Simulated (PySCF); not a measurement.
RbSe: one state, many levels of theory

State: ²Π (doublet), unpaired electrons π ↑. Set-up: basis Rb def2-TZVPP with ECP28, Se def2-TZVPP; scalar-relativistic core potentials; PySCF 2.14. De refers to Rb + Se in their high-spin ground configurations, without counterpoise correction. The functionals are run spin-unrestricted. A positive dipole means Rb(−)Se(+).

| Level | Re (Å) | ωe (cm⁻¹) | De (eV) | μ (D) |
| --- | --- | --- | --- | --- |
| UHF | 3.208 | 144 | 1.50 | -12.27 |
| UHF-MP2 | 3.133 | 151 | 2.29 | n/a |
| UHF-SCS-MP2 | 3.146 | 149 | 2.29 | n/a |
| UHF-CCSD | 3.142 | 150 | 2.22 | n/a |
| UHF-CCSD(T) | 3.140 | 150 | 2.28 | n/a |
| LDA | 3.073 | 154 | 2.76 | -10.06 |
| PBE | 3.141 | 144 | 2.45 | -10.29 |
| r²SCAN | 3.147 | 147 | 2.52 | -11.25 |
| M06-L | 3.164 | 146 | 2.82 | -11.66 |
| TPSSh | 3.140 | 147 | 2.56 | -10.92 |
| PBE0 | 3.128 | 149 | 2.42 | -10.98 |
| HSE06 | 3.130 | 148 | 2.44 | -10.94 |
| B2PLYP | 3.146 | 148 | 2.36 | -11.44 |

Which functional lies closest to UHF-CCSD(T) in De, which farthest, and by how much do they differ from it?

Closest is B2PLYP (+0.6 pm in Re, -1.3 % in ωe, +0.08 eV in De against UHF-CCSD(T) in the same basis), farthest M06-L (+2.4 pm in Re, -2.7 % in ωe, +0.54 eV in De). CCSD(T) converges more slowly with the basis than the functionals do and binds too weakly in this one, so the order can change at the basis-set limit.

What does a quarter of exact exchange do here, going from PBE to PBE0?

PBE0 less PBE: -1.3 pm in Re, +3.5 % in ωe, -0.03 eV in De. Exact exchange removes part of the self-interaction that spreads semilocal densities, and in most molecules shortens and stiffens the bond and lowers De; so it does here.

What does the step from GGA to meta-GGA do here, going from PBE to r²SCAN?

r²SCAN less PBE: +0.6 pm in Re, +2.1 % in ωe, +0.07 eV in De. 

Correlated steps freeze 9 core orbitals. Spin–orbit coupling is left out. Counting both spins, an empty level lies below a filled one in some of these solutions, because spin and occupation are held. B2PLYP dipoles, levels and charges come from its SCF part alone. The state was picked by a PBE0 search and need not be the measured ground state.

The whole job (state search and all levels along the bond) took about 24 min on 1 thread of Arm Neoverse V2 (shared host), peak memory 2.6 GiB.
